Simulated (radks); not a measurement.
Problem. All-electron atom: Hf LIV in [Ar] 3d1. Calculated with a radial shooting solver on a logarithmic mesh with Libxc functionals: scalar-relativistic Kohn-Sham, PBE, spin-unpolarised, spherical densities, point nucleus. Some entries of the table are withheld. Estimate them.

| orbital | occ. | eigenvalue (eV) | <1/r> (bohr^-1) |
|---|---|---|---|
| 1s | 2 | -68964.84 | 83.85 |
| 2s | 2 | -14751.08 | 19.74 |
| 2p | 6 | (1) | (2) |
| 3s | 2 | (3) | (4) |
| 3p | 6 | -5264.256 | 7.307 |
| 3d | 1 | -4874.867 | (5) |
| 4s | 0 | -2946.228 | 4.074 |
| 4p | 0 | -2784.905 | 3.863 |

Solution. 
(1) 2p eigenvalue (eV): -13409.06
(2) 2p <1/r> (bohr^-1): 17.98
(3) 3s eigenvalue (eV): -5665.251
(4) 3s <1/r> (bohr^-1): 7.828
(5) 3d <1/r> (bohr^-1): 6.930
